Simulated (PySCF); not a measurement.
HNaO, charge +1, quartet, geometry from GFN2-xTB of the parent state (such geometries of metal compounds can be far from the true shape) (a state made from the parent by changing its charge; the spin is typed, not shown lowest); M062X/6-31G in PySCF.

Here is a job for PySCF.
```python
from pyscf import gto, scf, dft

mol = gto.M(
    atom='''
Na   -0.00000000   -0.00000000   -0.98015460
O     0.00000000    0.00000000    1.08981044
H     0.00000000    0.00000000    2.06321711
''',
    basis='6-31g',
    charge=1,
    spin=3,
    verbose=4,
)

mf = dft.UKS(mol)
mf.xc = 'm062x'
mf.kernel()
mf.analyze()
```

What the program printed (banner, timings and long lists left out):

```
PySCF version 2.14.0

[INPUT] verbose = 4
[INPUT] num. atoms = 3
[INPUT] num. electrons = 19
[INPUT] charge = 1
[INPUT] spin (= nelec alpha-beta = 2S) = 3
[INPUT] symmetry False subgroup None
[INPUT] Mole.unit = angstrom
[INPUT] Symbol           X                Y                Z      unit          X                Y                Z       unit  Magmom
[INPUT]  1 Na     0.000000000000   0.000000000000  -0.980154600000 AA    0.000000000000   0.000000000000  -1.852223753733 Bohr   0.0
[INPUT]  2 O      0.000000000000   0.000000000000   1.089810440000 AA    0.000000000000   0.000000000000   2.059443259292 Bohr   0.0
[INPUT]  3 H      0.000000000000   0.000000000000   2.063217110000 AA    0.000000000000   0.000000000000   3.898915273417 Bohr   0.0

nuclear repulsion = 28.758541083268
number of shells = 14
number of NR pGTOs = 72
number of NR cGTOs = 24
basis = 6-31g
ecp = {}

******** <class 'pyscf.dft.uks.UKS'> ********
method = UKS
initial guess = minao
damping factor = 0
level_shift factor = 0
DIIS = <class 'pyscf.scf.diis.CDIIS'>
diis_start_cycle = 1
diis_space = 8
diis_damp = 0
SCF conv_tol = 1e-09
SCF conv_tol_grad = None
SCF max_cycles = 50
direct_scf = True
direct_scf_tol = 1e-13
number electrons alpha = 11  beta = 8
XC library pyscf.dft.libxc version 7.1.2
    S. Lehtola, C. Steigemann, M. J. T. Oliveira, and M. A. L. Marques,  SoftwareX 7, 1–5 (2018)
XC functionals = m062x
    Y. Zhao and D. G. Truhlar,  Theor. Chem. Acc. 120, 215 (2008)
    Y. Zhao and D. G. Truhlar,  Theor. Chem. Acc. 120, 215 (2008)
radial grids:
    Treutler-Ahlrichs [JCP 102, 346 (1995); DOI:10.1063/1.469408] (M4) radial grids

becke partition: Becke, JCP 88, 2547 (1988); DOI:10.1063/1.454033
pruning grids: <function nwchem_prune>
grids dens level: 3
symmetrized grids: False
atomic radii adjust function: <function treutler_atomic_radii_adjust>
small_rho_cutoff = 0
Set gradient conv threshold to 3.16228e-05
tot grids = 41992
init E= -237.805256262334

cycle= 1 E= -237.304296577375  delta_E= 0.501  |g|= 0.389  |ddm|= 1.07

cycle= 2 E= -237.39025106077  delta_E= -0.086  |g|= 0.259  |ddm|= 1.35

cycle= 3 E= -237.420084774814  delta_E= -0.0298  |g|= 0.025  |ddm|= 0.278

cycle= 4 E= -237.42151261758  delta_E= -0.00143  |g|= 0.00792  |ddm|= 0.115

cycle= 5 E= -237.421892842927  delta_E= -0.00038  |g|= 0.00384  |ddm|= 0.0759

cycle= 6 E= -237.421987452253  delta_E= -9.46e-05  |g|= 0.000946  |ddm|= 0.0604

cycle= 7 E= -237.42198941488  delta_E= -1.96e-06  |g|= 0.00046  |ddm|= 0.00878

cycle= 8 E= -237.421990152199  delta_E= -7.37e-07  |g|= 8.06e-05  |ddm|= 0.0068

cycle= 9 E= -237.421990171529  delta_E= -1.93e-08  |g|= 1.74e-05  |ddm|= 0.00103

cycle= 10 E= -237.421990172008  delta_E= -4.79e-10  |g|= 3.38e-06  |ddm|= 0.000138

Extra cycle  E= -237.421990172046  delta_E= -3.83e-11  |g|= 1.12e-06  |ddm|= 2.25e-05
converged SCF energy = -237.421990172046  <S^2> = 3.7529253  2S+1 = 4.0014624
**** SCF Summaries ****
Total Energy =                        -237.421990172046122
Nuclear Repulsion Energy =              28.758541083268003
One-electron Energy =                 -382.003284317200155
Two-electron Energy =                  115.822753061886004
Two-electron Coulomb Energy =          138.774487727505260
DFT Exchange-Correlation Energy =      -22.951734665619256
**** MO energy ****
                             alpha | beta                alpha | beta
MO #1   energy= -39.4103740136729  | -39.4094033870235  occ= 1 | 1
MO #2   energy= -20.2487815116496  | -20.2024662851684  occ= 1 | 1
MO #3   energy= -2.67326967057897  | -2.67149126837685  occ= 1 | 1
MO #4   energy= -1.65680413718935  | -1.55529241147742  occ= 1 | 1
MO #5   energy= -1.55064242089569  | -1.54774753034031  occ= 1 | 1
MO #6   energy= -1.54751397319302  | -1.5477475303403   occ= 1 | 1
MO #7   energy= -1.54751397319301  | -1.46268452616989  occ= 1 | 1
MO #8   energy= -1.04346799171488  | -0.961843582015556 occ= 1 | 1
MO #9   energy= -0.989453901115027 | -0.514186104736277 occ= 1 | 0
MO #10  energy= -0.989453901115025 | -0.514186104736274 occ= 1 | 0
MO #11  energy= -0.343379651850763 | -0.179633430436552 occ= 1 | 0
MO #12  energy= -0.195517057349121 | -0.110244745313774 occ= 0 | 0
MO #13  energy= -0.146911760408705 | -0.0330065607646004 occ= 0 | 0
MO #14  energy= -0.146911760408705 | -0.0292521556112562 occ= 0 | 0
MO #15  energy= -0.100389871021828 | -0.0292521556112554 occ= 0 | 0
MO #16  energy= -0.0304964960005429 | 0.0402136216602099 occ= 0 | 0
MO #17  energy= -0.00864563288506271 | 0.0616804599424298 occ= 0 | 0
MO #18  energy= -0.0086456328850599 | 0.0616804599424351 occ= 0 | 0
MO #19  energy= 0.0184403373887768 | 0.0988272283735824 occ= 0 | 0

To work with the spin densities directly, `use mulliken_meta_spin()` only printing them here.

 ** Mulliken spin pop alpha/beta on meta-lowdin orthogonal AOs **
 ** Mulliken Spin Density (per AO)  **
spin_pop of  0 Na 1s        0.00000
spin_pop of  0 Na 2s        0.00011
spin_pop of  0 Na 3s        0.45689
spin_pop of  0 Na 4s        0.00005
spin_pop of  0 Na 2px       0.00004
spin_pop of  0 Na 2py       0.00004
spin_pop of  0 Na 2pz       0.00002
spin_pop of  0 Na 3px      -0.00000
spin_pop of  0 Na 3py      -0.00000
spin_pop of  0 Na 3pz       0.08560
spin_pop of  0 Na 4px       0.00001
spin_pop of  0 Na 4py       0.00001
spin_pop of  0 Na 4pz       0.00016
spin_pop of  1 O 1s       -0.00000
spin_pop of  1 O 2s        0.07605
spin_pop of  1 O 3s        0.00132
spin_pop of  1 O 2px       0.99462
spin_pop of  1 O 2py       0.99462
spin_pop of  1 O 2pz       0.04929
spin_pop of  1 O 3px       0.00534
spin_pop of  1 O 3py       0.00534
spin_pop of  1 O 3pz       0.00449
spin_pop of  2 H 1s        0.28368
spin_pop of  2 H 2s        0.04234
 ** Mulliken Spin Density (per atom)  **
spin density of  0 Na =      0.54292
spin density of  1 O =      2.13106
spin density of  2 H =      0.32602
 ** Mulliken pop alpha/beta on meta-lowdin orthogonal AOs **
 ** Mulliken pop       alpha | beta **
pop of  0 Na 1s        1.00000 | 1.00000
pop of  0 Na 2s        0.99992 | 0.99981
pop of  0 Na 3s        0.47602 | 0.01912
pop of  0 Na 4s        0.00010 | 0.00005
pop of  0 Na 2px       0.99996 | 0.99993
pop of  0 Na 2py       0.99996 | 0.99993
pop of  0 Na 2pz       0.99997 | 0.99996
pop of  0 Na 3px       0.00002 | 0.00002
pop of  0 Na 3py       0.00002 | 0.00002
pop of  0 Na 3pz       0.08604 | 0.00044
pop of  0 Na 4px       0.00004 | 0.00004
pop of  0 Na 4py       0.00004 | 0.00004
pop of  0 Na 4pz       0.00019 | 0.00003
pop of  1 O 1s        0.99999 | 0.99999
pop of  1 O 2s        0.96828 | 0.89223
pop of  1 O 3s        0.00207 | 0.00076
pop of  1 O 2px       0.99463 | 0.00002
pop of  1 O 2py       0.99463 | 0.00002
pop of  1 O 2pz       0.87757 | 0.82829
pop of  1 O 3px       0.00535 | 0.00000
pop of  1 O 3py       0.00535 | 0.00000
pop of  1 O 3pz       0.00558 | 0.00109
pop of  2 H 1s        0.52847 | 0.24479
pop of  2 H 2s        0.05580 | 0.01346
In total            11.00000 | 8.00000
 ** Mulliken atomic charges   ( Nelec_alpha | Nelec_beta ) **
charge of  0Na =      0.41836  (     5.56228      5.01936 )
charge of  1O =      0.42416  (     4.85345      2.72239 )
charge of  2H =      0.15749  (     0.58427      0.25824 )

WARN: System has nonzero charge 1; the dipole moment is origin-dependent.
Location of origin: [0. 0. 0.]

Dipole moment(X, Y, Z, Debye): -0.00000,  0.00000, -1.10099
```
